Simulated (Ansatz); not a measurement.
Geometry optimisation, DFT LDA, scalar-relativistic, plane waves, PAW (Ansatz).

Input:

```yaml
crystal:
  lattice:
    - [6.98, 0.0, 0.0]
    - [0.0, 6.98, 0.0]
    - [0.0, 0.0, 18.235]
  atoms:
    - { symbol: Li, position: [0.25, 0.25, 0.05483959] }
    - { symbol: Li, position: [0.75, 0.25, 0.05483959] }
    - { symbol: Li, position: [0.25, 0.75, 0.05483959] }
    - { symbol: Li, position: [0.75, 0.75, 0.05483959] }
    - { symbol: Li, position: [0.0, 0.0, 0.15053469] }
    - { symbol: Li, position: [0.5, 0.0, 0.15053469] }
    - { symbol: Li, position: [0.0, 0.5, 0.15053469] }
    - { symbol: Li, position: [0.5, 0.5, 0.15053469] }
    - { symbol: Li, position: [0.25, 0.25, 0.24622978] }
    - { symbol: Li, position: [0.75, 0.25, 0.24622978] }
    - { symbol: Li, position: [0.25, 0.75, 0.24622978] }
    - { symbol: Li, position: [0.75, 0.75, 0.24622978] }
    - { symbol: Li, position: [0.0, 0.0, 0.34192487] }
    - { symbol: Li, position: [0.5, 0.0, 0.34192487] }
    - { symbol: Li, position: [0.0, 0.5, 0.34192487] }
    - { symbol: Li, position: [0.5, 0.5, 0.34192487] }
    - { symbol: Pt, position: [0.16666667, 0.66666667, 0.45983] }
basis:
  ecutwfc: 420.0
kpoints:
  mp_grid: { grid: [3, 3, 1] }
hamiltonian:
  xc: lda
scf:
  occupations: { method: fermi_dirac, width: 0.05 }
  lower_state_search: "off"
relax:
  f_tol: 0.03
  max_steps: 60
  adjacent_minimum: "off"
  constraints: [{ sites: [0, 1, 2, 3] }]
output:
  write_density: true
  write_potential: true
  elf: true
  volumetric_format: npy
```

Command:

```bash
$ ansatz run input.yaml --threads 2 --pin off --max-ram 5120MiB --backend cpu --events-out ev --progress --plain --runs-dir out
```

Q: Where does it end, and by what steps?

A: The forces met the threshold. The force dipped under the threshold on the way, but the program's further checks kept it going. Limits of this set-up: coarse k mesh, thin slab, slab without dipole correction. After 13 steps the energy has fallen by 3.314 eV; Pt17 moved furthest, 2.03 Å. Joined: Li11–Pt17 (3.98 → 2.33 Å), Li14–Pt17 (3.93 → 2.40 Å).

```
step  energy less start (eV)  largest force component (eV/Å)  accepted
   0                  0.0000                           2.368       yes
   1                 -0.6258                           2.253       yes
   2                 -1.2032                           1.936       yes
   3                 -1.7158                           1.650       yes
   4                 -2.1911                           1.459       yes
   5                 -2.6169                           1.245       yes
   6                 -2.9564                           0.920       yes
   7                 -3.1595                           0.401       yes
   8                 -3.2373                           0.201       yes
   9                 -3.2837                           0.076       yes
  10                 -3.3071                           0.063       yes
  11                 -3.3022                           0.100        no
  12                 -3.3135                           0.015       yes
  13                 -3.3138                           0.014       yes
```

```xyz
17
Lattice="6.9800 0.0000 0.0000 0.0000 6.9800 0.0000 0.0000 0.0000 18.2350" Properties=species:S:1:pos:R:3
Li 1.745 1.745 1.000
Li 5.235 1.745 1.000
Li 1.745 5.235 1.000
Li 5.235 5.235 1.000
Li -0.020 0.020 2.667
Li 3.512 0.022 2.664
Li -0.017 3.473 2.671
Li 3.510 3.470 2.667
Li 1.744 1.747 4.137
Li 5.234 1.744 4.219
Li 1.744 5.234 4.197
Li 5.237 5.234 4.137
Li 0.107 -0.109 5.911
Li 3.381 -0.109 5.911
Li 0.108 3.598 5.912
Li 3.381 3.597 5.911
Pt 1.745 5.235 6.528
```

Whether the end is a true minimum wasn't checked by a vibrational analysis.

Run time: 71 s on 2 threads of Intel(R) Xeon(R) Platinum 8488C (Sapphire Rapids), with other jobs on the host, peak memory 0.93 GiB.
